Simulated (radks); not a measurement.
Cl III, configuration [Ne] 3s2 3p3 (the NIST ground configuration). Calculated with a radial shooting solver on a logarithmic mesh with Libxc functionals: non-relativistic Kohn-Sham, SCAN, spin-polarised, spherical densities, point nucleus; open shells are filled with parallel spins first; meta-GGA in the generalised Kohn-Sham scheme.

Local quantities along the radius. ELF = 1/(1 + alpha^2) is the electron localisation function; alpha = (tau - tau_W)/tau_unif compares the Pauli kinetic energy density with that of the uniform gas (summed over spins).

```
   r/bohr * ELF (the largest magnitude, 1, reaches the edge; | marks zero)
  0.00424 |                                                      *
  0.00539 |                                                      *
 0.006798 |                                                      *
 0.008642 |                                                      *
  0.01099 |                                                      *
  0.01397 |                                                      *
  0.01775 |                                                      *
  0.02257 |                                                      *
  0.02846 |                                                      *
  0.03618 |                                                      *
    0.046 |                                                      *
  0.05848 |                                                     *
  0.07434 |                                                  *
   0.0945 |                                       *
   0.1201 |                    *
   0.1515 |            *
   0.1926 |                  *
   0.2448 |                                  *
   0.3113 |                                            *
   0.3957 |                                              *
    0.503 |                                          *
   0.6344 |                    *
   0.8064 |     *
    1.025 |                    *
    1.303 |                                              *
    1.657 |                                                *
    2.106 |                                             *
    2.656 |                              *
    3.377 |       *
    4.293 |*
    5.457 *
```

On this mesh the ELF has minima near r = 0.15, 0.81 bohr, which separate the shells, and maxima near 0.40 (0.86), 1.7 (0.90).
